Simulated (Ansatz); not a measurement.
Species: sum formula HBO₂Br, net charge 0, doublet state. It need not be the lowest isomer of its formula. 
Coordinates optimised at B3LYP-D3(BJ)/def2-TZVP (Ansatz, a program for electronic structure):
```xyz
5

O     -0.6876     1.7079     0.4230
B     -0.9156     0.4348     0.1587
O     -2.0490    -0.2895     0.0775
Br     0.8379    -0.3924    -0.1441
H     -2.8548     0.2145     0.2439
```
Charge 0, spin multiplicity 2.

Computed values are from Ansatz. Valence correlation only, unless marked. UHF or UKS for open shells. Spin-orbit coupling is left out. The frozen core is the preceding noble-gas configuration, with the filled d and f shells of earlier blocks. No relativistic terms. CBS marks a two-point X^-3 extrapolation of the correlation energy; Hartree-Fock from the larger set (for Q and 5 zeta extrapolated as (X+1)exp(-9√X)).

What is the T1 diagnostic at CCSD/cc-pV5Z?

0.027.

What is the total energy at CCSD(T)/CBS(cc-pVQZ,cc-pV5Z)?

-2748.4771 Eh.

What is the dipole moment at CCSD(T)/aug-cc-pVDZ?

1.94 D.

What is the atomisation energy De at CCSD(T)/CBS(cc-pVQZ,cc-pV5Z)?

1916.5 kJ/mol.
